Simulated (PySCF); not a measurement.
Cl2Hg, charge +1, doublet, geometry from GFN2-xTB (such geometries of metal compounds can be far from the true shape) (a state made from the parent by changing its charge; the spin is typed, not shown lowest) (core potentials on Hg); HF/def2-SVP run with PySCF.

PySCF was given this input:
```python
from pyscf import gto, scf

mol = gto.Mole()
mol.atom = '''
    Hg    0.00000000    0.00000000    0.00000000
    Cl   -0.00000000   -0.00000000   -2.41313779
    Cl    0.00000000    0.00000000    2.41313779
'''
mol.basis = 'def2-svp'
mol.ecp = {'Hg': 'def2-svp'}
mol.charge = 1
mol.spin = 1
mol.verbose = 4
mol.build()

mf = scf.UHF(mol)
mf.kernel()
mf.analyze()
```

It wrote (shortened):

```
PySCF version 2.14.0

[INPUT] verbose = 4
[INPUT] num. atoms = 3
[INPUT] num. electrons = 53
[INPUT] charge = 1
[INPUT] spin (= nelec alpha-beta = 2S) = 1
[INPUT] symmetry False subgroup None
[INPUT] Mole.unit = angstrom
[INPUT] Symbol           X                Y                Z      unit          X                Y                Z       unit  Magmom
[INPUT]  1 Hg     0.000000000000   0.000000000000   0.000000000000 AA    0.000000000000   0.000000000000   0.000000000000 Bohr   0.0
[INPUT]  2 Cl     0.000000000000   0.000000000000  -2.413137790000 AA    0.000000000000   0.000000000000  -4.560169523938 Bohr   0.0
[INPUT]  3 Cl     0.000000000000   0.000000000000   2.413137790000 AA    0.000000000000   0.000000000000   4.560169523938 Bohr   0.0

nuclear repulsion = 180.804681859273
number of shells = 28
number of NR pGTOs = 129
number of NR cGTOs = 68
basis = def2-svp
ecp = {'Hg': 'def2-svp'}

******** <class 'pyscf.scf.uhf.UHF'> ********
method = UHF
initial guess = minao
damping factor = 0
level_shift factor = 0
DIIS = <class 'pyscf.scf.diis.CDIIS'>
diis_start_cycle = 1
diis_space = 8
diis_damp = 0
SCF conv_tol = 1e-09
SCF conv_tol_grad = None
SCF max_cycles = 50
direct_scf = True
direct_scf_tol = 1e-13
number electrons alpha = 27  beta = 26
Set gradient conv threshold to 3.16228e-05
init E= -1058.98750266045

cycle= 1 E= -1070.41769536912  delta_E= -11.4  |g|= 0.981  |ddm|= 11.6
cycle= 2 E= -1070.64858006257  delta_E= -0.231  |g|= 0.715  |ddm|= 2.33
cycle= 3 E= -1070.86812599735  delta_E= -0.22  |g|= 0.0566  |ddm|= 0.734
cycle= 4 E= -1070.87356146352  delta_E= -0.00544  |g|= 0.021  |ddm|= 0.165
cycle= 5 E= -1070.87482952154  delta_E= -0.00127  |g|= 0.00475  |ddm|= 0.0958
cycle= 6 E= -1070.87489161308  delta_E= -6.21e-05  |g|= 0.00172  |ddm|= 0.0184
cycle= 7 E= -1070.87490003911  delta_E= -8.43e-06  |g|= 0.000897  |ddm|= 0.00713
cycle= 8 E= -1070.87490322621  delta_E= -3.19e-06  |g|= 0.000395  |ddm|= 0.00585
cycle= 9 E= -1070.87490385688  delta_E= -6.31e-07  |g|= 0.000101  |ddm|= 0.00332
cycle= 10 E= -1070.87490388532  delta_E= -2.84e-08  |g|= 3.7e-05  |ddm|= 0.000615
cycle= 11 E= -1070.87490388883  delta_E= -3.51e-09  |g|= 9.01e-06  |ddm|= 0.000202
cycle= 12 E= -1070.87490388902  delta_E= -1.87e-10  |g|= 2.25e-06  |ddm|= 4.49e-05
Extra cycle  E= -1070.87490388902  delta_E= -5.23e-12  |g|= 9.71e-07  |ddm|= 4.87e-06
converged SCF energy = -1070.87490388902  <S^2> = 0.79047595  2S+1 = 2.0400745
**** SCF Summaries ****
Total Energy =                       -1070.874903889022789
Nuclear Repulsion Energy =             180.804681859273359
One-electron Energy =                -1886.931628769994404
Two-electron Energy =                  635.252043021698114
Two-electron Coulomb Energy =          703.040778555448242
DFT Exchange-Correlation Energy =      -67.788735533750128
**** MO energy ****
                             alpha | beta                alpha | beta
MO #1   energy= -105.063808920345  | -105.056641190729  occ= 1 | 1
MO #2   energy= -105.063749737732  | -105.056582604271  occ= 1 | 1
MO #3   energy= -10.8215110256794  | -10.8142753025966  occ= 1 | 1
MO #4   energy= -10.821498533815   | -10.8142655766382  occ= 1 | 1
MO #5   energy= -8.3049446292842   | -8.28811352735626  occ= 1 | 1
MO #6   energy= -8.30494360884757  | -8.28810593381032  occ= 1 | 1
MO #7   energy= -8.293002439642    | -8.28622724295716  occ= 1 | 1
MO #8   energy= -8.29299487254246  | -8.28622636171827  occ= 1 | 1
MO #9   energy= -8.29013298970804  | -8.27613688534844  occ= 1 | 1
MO #10  energy= -8.2901320645389   | -8.27613588667849  occ= 1 | 1
MO #11  energy= -5.39065616466428  | -5.38811191243222  occ= 1 | 1
MO #12  energy= -3.38740377188407  | -3.38186741812622  occ= 1 | 1
MO #13  energy= -3.3823245542782   | -3.37890362890999  occ= 1 | 1
MO #14  energy= -3.38004743427049  | -3.37749787571344  occ= 1 | 1
MO #15  energy= -1.33856535761916  | -1.27423688045526  occ= 1 | 1
MO #16  energy= -1.32712952963244  | -1.25691133823414  occ= 1 | 1
MO #17  energy= -0.964757927462479 | -0.957297209814372 occ= 1 | 1
MO #18  energy= -0.960211525288123 | -0.956658785115478 occ= 1 | 1
MO #19  energy= -0.957105779050706 | -0.946457017986574 occ= 1 | 1
MO #20  energy= -0.94540018394398  | -0.944985737892123 occ= 1 | 1
MO #21  energy= -0.945394722865871 | -0.944974472125794 occ= 1 | 1
MO #22  energy= -0.745838301155458 | -0.731386915329501 occ= 1 | 1
MO #23  energy= -0.737726132463119 | -0.698247104542923 occ= 1 | 1
MO #24  energy= -0.732668246893667 | -0.691572731439707 occ= 1 | 1
MO #25  energy= -0.717267552910225 | -0.677767520680075 occ= 1 | 1
MO #26  energy= -0.70614286965882  | -0.519681738611069 occ= 1 | 1
MO #27  energy= -0.692907070349897 | -0.382442049382774 occ= 1 | 0
MO #28  energy= -0.216945446381636 | -0.211740711272997 occ= 0 | 0
MO #29  energy= -0.11710683760961  | -0.116724911391375 occ= 0 | 0
MO #30  energy= -0.113893383638003 | -0.111066644783806 occ= 0 | 0
MO #31  energy= 0.0196948419796688 | 0.0213397551561995 occ= 0 | 0
MO #32  energy= 0.0374624092233437 | 0.0354233006513342 occ= 0 | 0
MO #33  energy= 0.350131334647699  | 0.359348599235281  occ= 0 | 0
MO #34  energy= 0.359696494003318  | 0.368958292427237  occ= 0 | 0
MO #35  energy= 0.37482184275968   | 0.371911616528784  occ= 0 | 0

spin_pop of  0 Hg 5s        0.00002
spin_pop of  0 Hg 6s       -0.04674
spin_pop of  0 Hg 7s       -0.00051
spin_pop of  0 Hg 8s       -0.00005
spin_pop of  0 Hg 9s       -0.00002
spin_pop of  0 Hg 10s       -0.00050
spin_pop of  0 Hg 5px      -0.00022
spin_pop of  0 Hg 5py      -0.00028
spin_pop of  0 Hg 5pz       0.00003
spin_pop of  0 Hg 6px      -0.00423
spin_pop of  0 Hg 6py      -0.01463
spin_pop of  0 Hg 6pz      -0.00253
spin_pop of  0 Hg 7px      -0.00619
spin_pop of  0 Hg 7py      -0.02080
spin_pop of  0 Hg 7pz       0.00008
spin_pop of  0 Hg 5dxy      0.00949
spin_pop of  0 Hg 5dyz      0.01201
spin_pop of  0 Hg 5dz^2     0.00236
spin_pop of  0 Hg 5dxz      0.00235
spin_pop of  0 Hg 5dx2-y2    0.04162
spin_pop of  0 Hg 6dxy     -0.00034
spin_pop of  0 Hg 6dyz     -0.00224
spin_pop of  0 Hg 6dz^2    -0.00236
spin_pop of  0 Hg 6dxz     -0.00235
spin_pop of  0 Hg 6dx2-y2   -0.00510
spin_pop of  0 Hg 5f-3     -0.00000
spin_pop of  0 Hg 5f-2     -0.00009
spin_pop of  0 Hg 5f-1     -0.00000
spin_pop of  0 Hg 5f+0     -0.00003
spin_pop of  0 Hg 5f+1     -0.00000
spin_pop of  0 Hg 5f+2      0.00000
spin_pop of  0 Hg 5f+3      0.00000
spin_pop of  1 Cl 1s       -0.00000
spin_pop of  1 Cl 2s       -0.00000
spin_pop of  1 Cl 3s        0.00281
spin_pop of  1 Cl 4s       -0.00072
spin_pop of  1 Cl 2px       0.00000
spin_pop of  1 Cl 2py       0.00001
spin_pop of  1 Cl 2pz       0.00000
spin_pop of  1 Cl 3px       0.10657
spin_pop of  1 Cl 3py       0.39744
spin_pop of  1 Cl 3pz       0.01908
spin_pop of  1 Cl 4px      -0.00063
spin_pop of  1 Cl 4py      -0.00223
spin_pop of  1 Cl 4pz      -0.00044
spin_pop of  1 Cl 3dxy     -0.00005
spin_pop of  1 Cl 3dyz     -0.00081
spin_pop of  1 Cl 3dz^2    -0.00012
spin_pop of  1 Cl 3dxz     -0.00025
spin_pop of  1 Cl 3dx2-y2   -0.00003
spin_pop of  2 Cl 1s       -0.00000
spin_pop of  2 Cl 2s       -0.00000
spin_pop of  2 Cl 3s        0.00281
spin_pop of  2 Cl 4s       -0.00072
spin_pop of  2 Cl 2px       0.00000
spin_pop of  2 Cl 2py       0.00001
spin_pop of  2 Cl 2pz       0.00000
spin_pop of  2 Cl 3px       0.10657
spin_pop of  2 Cl 3py       0.39744
spin_pop of  2 Cl 3pz       0.01908
spin_pop of  2 Cl 4px      -0.00063
spin_pop of  2 Cl 4py      -0.00223
spin_pop of  2 Cl 4pz      -0.00044
spin_pop of  2 Cl 3dxy     -0.00005
spin_pop of  2 Cl 3dyz     -0.00081
spin_pop of  2 Cl 3dz^2    -0.00012
spin_pop of  2 Cl 3dxz     -0.00025
spin_pop of  2 Cl 3dx2-y2   -0.00003
In total            27.00000 | 26.00000

WARN: System has nonzero charge 1; the dipole moment is origin-dependent.
Location of origin: [0. 0. 0.]

Dipole moment(X, Y, Z, Debye):  0.00000,  0.00000, -0.00000
```
